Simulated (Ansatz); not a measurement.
Born–Oppenheimer molecular dynamics of C$_{2}$H$_{6}$ClNSi (11 atoms, charge 0, multiplicity 1). It starts from a relaxed structure.

Level of theory: RKS PBE0-D4/6-31G (Ansatz 0.2.0).

* ensemble: NVT, Langevin thermostat
* time step: 0.5 fs
* steps asked: 110
* set temperature: 1000 K
* friction: 0.01 /fs
* seed: 275565

First frame:

```xyz
11
Properties=species:S:1:pos:R:3
C -1.197 0.436 1.145
Si -0.085 0.845 -0.335
C 0.964 -0.708 -0.734
N 0.972 -1.778 -0.090
Cl 2.054 -0.450 -2.285
H -1.802 1.302 1.430
H -0.586 0.134 2.000
H -1.863 -0.394 0.895
H 0.893 1.948 -0.052
H -0.851 1.171 -1.581
H 1.567 -2.561 -0.371
```

(1) How far do the bonds stretch over the last three quarters of this one trajectory? (Pairs bonded in most of those frames.)

## Answers

(1) 
| bond | mean (Å) | spread (Å) | shortest | longest |
| --- | --- | --- | --- | --- |
| C1–Si2 | 1.891 | 0.036 | 1.82 | 1.95 |
| C1–H6 | 1.106 | 0.054 | 1.02 | 1.20 |
| C1–H7 | 1.097 | 0.036 | 1.04 | 1.17 |
| C1–H8 | 1.125 | 0.085 | 0.98 | 1.25 |
| Si2–C3 | 1.926 | 0.040 | 1.85 | 1.97 |
| Si2–H9 | 1.519 | 0.045 | 1.45 | 1.61 |
| Si2–H10 | 1.513 | 0.069 | 1.39 | 1.62 |
| C3–N4 | 1.249 | 0.016 | 1.22 | 1.27 |
| C3–Cl5 | 1.951 | 0.029 | 1.92 | 2.03 |
| N4–H11 | 1.025 | 0.012 | 1.00 | 1.05 |

Mean temperature of the second half: 698 K. The mean temperature of the second half is 30 % below the set value. A run of 0.055 ps of so small a system gives no equilibrium averages. Limits of this set-up: no polarisation functions.

Time of the run: 16 min on 1 CPU thread of a shared host.
